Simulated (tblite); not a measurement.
Compound: C7H13P.
Atom-mapped SMILES: `[CH2:1]=[CH:2][P:3]([CH2:4][CH3:5])[C:6](=[CH2:7])[CH3:8]` (hydrogens: H9, H10 on C1; H11 on C2; H12, H13 on C4; H14, H15, H16 on C5; H17, H18 on C7; H19, H20, H21 on C8)

Structure optimised with GFN2-xTB, isolated species.

(1) What internal coordinates does the optimisation give?

## Answers

(1) 
```json
{"bond": "C1=C2", "length (pm)": "132.4"}
{"bond": "C2–P3", "length (pm)": "182.0"}
{"bond": "P3–C4", "length (pm)": "186.9"}
{"bond": "C4–C5", "length (pm)": "152.2"}
{"bond": "P3–C6", "length (pm)": "184.3"}
{"bond": "C6=C7", "length (pm)": "132.7"}
{"bond": "C6–C8", "length (pm)": "149.8"}
{"bond": "C1–H9", "length (pm)": "107.9"}
{"bond": "C1–H10", "length (pm)": "107.8"}
{"bond": "C2–H11", "length (pm)": "108.4"}
{"bond": "C4–H12, C4–H13", "length (pm)": "109.4"}
{"bond": "C5–H14, C5–H15, C5–H16", "length (pm)": "108.9"}
{"bond": "C7–H17", "length (pm)": "107.8"}
{"bond": "C7–H18", "length (pm)": "108.0"}
{"bond": "C8–H19, C8–H20, C8–H21", "length (pm)": "108.9"}
```

Bonds in one row agree within 1 pm and their mean is given. A selection of angles:
```json
{"angle": "C1–C2–P3", "degrees": "124.7"}
{"angle": "C2–P3–C4", "degrees": "96.8"}
{"angle": "C2–P3–C6", "degrees": "99.9"}
{"angle": "C4–P3–C6", "degrees": "100.4"}
{"angle": "P3–C4–C5", "degrees": "110.9"}
{"angle": "P3–C6–C7", "degrees": "117.1"}
{"angle": "P3–C6–C8", "degrees": "120.2"}
{"angle": "C7–C6–C8", "degrees": "122.7"}
```

Torsions: C1–C2–P3–C4 -143° (anticlinal); C2–P3–C4–C5 173° (antiperiplanar); C2–P3–C6–C7 126° (anticlinal). The mirror-image conformer, all signs reversed, is as good.

P3 (phosphine phosphorus) is pyramidal (angles 100.4°, 99.9° and 96.8°, sum 297.1°, 0.88 Å off the plane of its three neighbours). Of the pairs four or more bonds apart, C2···H21 is among the closest relative to their van der Waals radii: 2.75 Å, 95 % of the sum of Bondi's values. The 4 C–C bonds span 1.324 Å (C1=C2, drawn double) to 1.522 Å (C4–C5, drawn single), a spread of 0.198 Å. The C–P distances run from 1.820 Å (C2–P3, drawn single) to 1.869 Å (P3–C4, drawn single), a spread of 0.049 Å.

Point group: C1 (no symmetry element, even within 0.4 Å). Its GFN2-xTB frequencies are all real (lowest 48 cm⁻¹). One conformer, not necessarily the lowest. 3 starts were optimised and ended at 0.00, 0.06 and 1.24 kcal/mol (GFN2-xTB); the lowest of these is shown.

On one thread, Arm Neoverse V1 (aarch64) (shared host), this took 0.9 s of wall time. These figures are those of the optimisation.

These are computed values.
